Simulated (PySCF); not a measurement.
## SMILES ClC1=C[C@H]2C[C@@H]1C=C2Cl, C₇H₆Cl₂

Geometry:
```csv
atom,x (Å),y (Å),z (Å)
Cl1,-2.705,1.533,-0.474
C2,-1.265,0.762,0.005
C3,-0.361,1.143,0.899
C4,0.735,0.087,0.869
C5,-0.127,-1.165,0.615
C6,-0.785,-0.541,-0.631
C7,0.466,-0.171,-1.416
C8,1.369,0.200,-0.516
Cl9,2.954,0.775,-0.748
H10,-0.338,2.023,1.509
H11,1.422,0.084,1.707
H12,0.459,-2.055,0.390
H13,-0.832,-1.372,1.419
H14,-1.535,-1.113,-1.166
H15,0.537,-0.182,-2.484
```

Computed with PySCF 2.14.0, TDDFT B3LYP/def2-SVPD circular dichroism and optical rotation, one conformer, gas phase. Geometry: GFN2-xTB.

States above about 6.4 eV lie in this functional's continuum (it starts at minus the energy of the highest occupied orbital, well below the true ionisation energy for most functionals) and depend on the basis.

(1) Draw the ECD and absorption spectra from the lowest 8 states, each a Gaussian of half-width 0.2 eV at 1/e height.

Answers

(1) 
```tsv
E (eV)	λ (nm)	Δε (L mol⁻¹ cm⁻¹)	ε (L mol⁻¹ cm⁻¹)
4.07	304	-0.04	0.4
4.22	293	-1.07	9.7
4.37	283	-8.45	76.3
4.52	274	-21.59	195
4.67	265	-17.89	162
4.82	257	-4.61	59.2
4.97	249	+2.75	246
5.12	242	+15.84	1210
5.27	235	+25.72	1970
5.42	229	+13.50	1040
5.57	222	+1.86	266
5.72	217	+0.11	420
5.87	211	+15.98	1680
6.02	206	+63.13	5230
6.17	201	+87.44	9540
```
Δε uses R in velocity form, ε uses f in length form. Only the states computed contribute, so the short-wavelength end is incomplete.
